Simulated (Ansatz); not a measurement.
C2H4OSi, SMILES `C=C[Si]O` (excited triplet; C–C–Si–O torsion 1°, C–Si–O–H torsion -101°) (charge 0, multiplicity 3). This triplet is an excited state, 1.73 eV above the relaxed singlet at the level B3LYP/cc-pVTZ // PBE0-D3(BJ)/def2-TZVP (Ansatz, a quantum-chemistry and plane-wave program).

Z-matrix (Å, degrees):
```
C
C 1 1.3480
H 2 1.0842 1 122.07
H 2 1.0850 3 116.92 1 179.59
H 1 1.0876 2 119.77 3 179.32
Si 1 1.8163 5 115.52 2 179.30
O 6 1.6521 1 117.83 5 -178.11
H 7 0.9596 6 116.99 1 -101.23
```
Charge 0, spin multiplicity 3.

Frozen-core energies in 6-31g from Ansatz at a geometry from PBE0-D3(BJ)/def2-TZVP; the HF reference has <S^2> = 2.20 and the T1 diagnostic is 0.033.

```
level    energy (Ha)
-------  -----------
HF        -441.68632
MP2       -442.00102
CCSD      -442.04072
CCSD(T)   -442.04953
```

Task: Estimate the energies of CCSDT and CCSDT(Q), and give each level's difference from CCSDT(Q).

Result: 
| level | energy (Ha) | difference from CCSDT(Q) (mHa) |
|---|---|---|
| MP2 | -442.00102 | 50.75 |
| CCSD | -442.04072 | 11.06 |
| CCSD(T) | -442.04953 | 2.25 |
| CCSDT | -442.05068 | 1.10 |
| CCSDT(Q) | -442.05178 | 0.00 |
